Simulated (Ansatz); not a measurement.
Ansatz (a first-principles code) input (wB97X-V/def2-TZVP):

Ansatz 0.2 input:
```yaml
crystal:
  periodic: [false, false, false]
  atoms:
    - {symbol: Si, position_ang: [-1.53619033, 0.29221664, -0.40696884]}
    - {symbol: As, position_ang: [0.71875004, -0.13014525, 0.20687279]}
    - {symbol: H, position_ang: [-1.78935326, 1.75630085, -0.29774002]}
    - {symbol: H, position_ang: [-2.42810929, -0.40119054, 0.56423249]}
    - {symbol: H, position_ang: [1.29611773, 0.41542681, -1.09383569]}
    - {symbol: H, position_ang: [0.70925816, -1.56677673, -0.30189512]}
basis:
  gaussian:
    orbitals: def2-TZVP
hamiltonian:
  xc: {name: wB97X-V}
magnetization: {spin_polarized: true, initial_magnetization: 1}
relax: {f_tol: 0.003, max_steps: 100}
```

End of the output:

```
the calculation of the forces begins
reference -68776.03082482 eV, -2527.4725147440 hartree; 26, 25 occupied and 83, 84 virtual orbitals, 837 factors
relax step   3: F+E_penalty+E_count = -68776.03082604 eV  Δ(F+E_penalty+E_count) = -8.882e-5 eV  max|allowed force component| = 1.347e-2 eV/Å  Δτ_max = 0.0071 Å  (40 SCF iters, accepted)
these checks for a lower state are left out or cut short: starts, cluster_reference, orbital_swaps, neighbouring_geometries, increment
integrals: 0.05 GiB planned
837 factors; their error is unknown
integrals: 0.09 GiB planned
239 factors; integrals over basis functions are off by at most 9.5e-7 eV
mean field: 0.76 GiB planned
mean field -68776.03089712 eV, -2527.4725174011 hartree, gradient 2.6e-5 eV, S^2 0.753938; 0 other end points of the search recorded, 0 dependent functions left out
the calculation of the forces begins
reference -68776.03089589 eV, -2527.4725173560 hartree; 26, 25 occupied and 83, 84 virtual orbitals, 837 factors
relax step   4: F+E_penalty+E_count = -68776.03089712 eV  Δ(F+E_penalty+E_count) = -7.108e-5 eV  max|allowed force component| = 2.232e-3 eV/Å  Δτ_max = 0.0034 Å  (30 SCF iters, accepted)
integrals: 0.05 GiB planned
837 factors; their error is unknown
integrals: 0.09 GiB planned
239 factors; integrals over basis functions are off by at most 9.5e-7 eV
mean field: 0.76 GiB planned
mean field evaluation 64: about -68776.0309 eV, gradient 2.1e-5 eV
mean field -68776.03089712 eV, -2527.4725174011 hartree, gradient 2.7e-5 eV, S^2 0.753938; 1 other end points of the search recorded, 0 dependent functions left out
the calculation of the forces begins
reference -68776.03089589 eV, -2527.4725173560 hartree; 26, 25 occupied and 83, 84 virtual orbitals, 837 factors
Total energy: -68776.03089589 eV, -2527.4725173560 hartree
Atom 0 at    -1.521291     0.291993    -0.396488 Å, force    -0.001444     0.000583     0.000388 eV/Å
Atom 1 at     0.712313    -0.130469     0.201291 Å, force    -0.001382    -0.000482    -0.002232 eV/Å
Atom 2 at    -1.782206     1.756002    -0.304587 Å, force     0.000617    -0.001377     0.000397 eV/Å
Atom 3 at    -2.423123    -0.408790     0.560303 Å, force     0.001259     0.000793    -0.000470 eV/Å
Atom 4 at     1.285373     0.418139    -1.090293 Å, force     0.000393    -0.000035     0.001069 eV/Å
Atom 5 at     0.699408    -1.561043    -0.299560 Å, force     0.000557     0.000519     0.000848 eV/Å
Dipole moment:     0.017891    -0.037564    -0.080763 e Å
```

It need not be the lowest isomer of its formula.
